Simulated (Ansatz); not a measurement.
Reaction (hydrogenolysis of the Si–O bond): `NC(=S)[SiH2]O` + H₂ → `NC([SiH3])=S` + H₂O

Calculated with Ansatz (gas phase, PBE0-D4/def2-TZVP geometries, no zero-point term in ΔE). CCSD(T)/CBS is the MP2 limit (def2-TZVPP, def2-QZVPP) plus CCSD(T) − MP2 in def2-TZVPP, frozen cores. This one scheme is used for every species. DFT in def2-TZVPP. B3LYP here is the variant with VWN-RPA as its local correlation; programs differ in this. Each species was taken in one conformer, which may not be the lowest.

`NC(=S)[SiH2]O`:

Cartesian coordinates in Å:
```
N 0.589 1.447 0.634
C -0.535 0.814 0.311
S -2.059 1.408 0.477
Si -0.450 -0.916 -0.407
O 1.172 -1.253 -0.461
H 0.553 2.379 1.021
H 1.482 1.000 0.495
H -1.172 -1.857 0.482
H -1.053 -0.921 -1.760
H 1.472 -2.100 -0.793
```

H₂:

Cartesian coordinates in Å:
```
H 0.125 0.321 -0.144
H -0.125 -0.321 0.144
```

`NC([SiH3])=S`:

Cartesian coordinates in Å:
```
N 1.488 0.147 -0.407
C 0.366 0.600 0.157
Si -1.186 -0.483 0.157
S 0.223 2.071 0.875
H 2.314 0.727 -0.405
H 1.535 -0.761 -0.836
H -2.256 0.228 -0.577
H -1.579 -0.744 1.560
H -0.903 -1.784 -0.524
```

H₂O:

Cartesian coordinates in Å:
```
O 0.196 0.171 0.290
H -0.721 0.309 0.044
H 0.525 -0.480 -0.334
```

```json
{"level": "PBE0-D4", "ΔE (kJ/mol)": "76.7"}
{"level": "B3LYP-D4", "ΔE (kJ/mol)": "84.3"}
{"level": "ωB97X-V", "ΔE (kJ/mol)": "82.2"}
{"level": "B3LYP", "ΔE (kJ/mol)": "78.8"}
{"level": "HF/def2-TZVPP", "ΔE (kJ/mol)": "76.6"}
{"level": "SCS-MP2/def2-TZVPP", "ΔE (kJ/mol)": "84.2"}
{"level": "CCSD(T)/def2-TZVPP", "ΔE (kJ/mol)": "80.4"}
{"level": "HF/CBS(def2)", "ΔE (kJ/mol)": "76.8"}
```

**Question.** What does CCSD(T)/CBS give? (Best estimate.)

**Answer.** The calculation gave: +80.8 kJ/mol. The listed levels differ from it by -4.1, 3.5, 1.4, -2.0, -4.2, 3.4, -0.4, -4.0 kJ/mol.

Largest T1 diagnostic among the species: 0.018.

The D4 term adds +5.5 kJ/mol with B3LYP and +3.0 kJ/mol with PBE0; it sums over pairs of atoms, weighted by their polarisabilities, and B3LYP, whose exchange is more repulsive, gets the larger term. In def2-TZVPP, CCSD(T) changes the Hartree–Fock value by +3.8 kJ/mol (the triples alone add +2.0 kJ/mol) and MP2 by +10.5 kJ/mol.
